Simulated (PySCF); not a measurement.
C2H9GeN, SMILES C[N](C)[GeH3]. Heavy atoms are numbered as in [GeH3:1][N:2]([CH3:3])[CH3:4]. Hydrogens are named by the atom that carries them.

Geometry: TPSSh-D3(BJ)/def2-SVP.

All values below come from KT2/pcSseg-1 (PySCF).

GIAO shieldings, no solvent; atoms alike by connectivity are averaged. δ = σ(ref) − σ: ⁷³Ge against GeH4 (σ = 1669.3 ppm); ¹⁵N against NH3 (σ = 266.2 ppm); ¹³C against TMS (σ = 185.1 ppm); ¹H against TMS (σ = 31.47 ppm), references at their B3LYP-D3(BJ)/def2-TZVP geometries, non-relativistic.

```json
[
 {"nucleus": "⁷³Ge", "atoms": "Ge1 (GeH3)", "count": "1", "δ (ppm)": "223.2"},
 {"nucleus": "¹⁵N", "atoms": "N2", "count": "1", "δ (ppm)": "28.0"},
 {"nucleus": "¹³C", "atoms": "C3 (CH3)", "count": "2", "δ (ppm)": "47.3"},
 {"nucleus": "¹H", "atoms": "H on Ge1", "count": "3", "δ (ppm)": "4.97"},
 {"nucleus": "¹H", "atoms": "H on C3", "count": "6", "δ (ppm)": "2.91"}
]
```
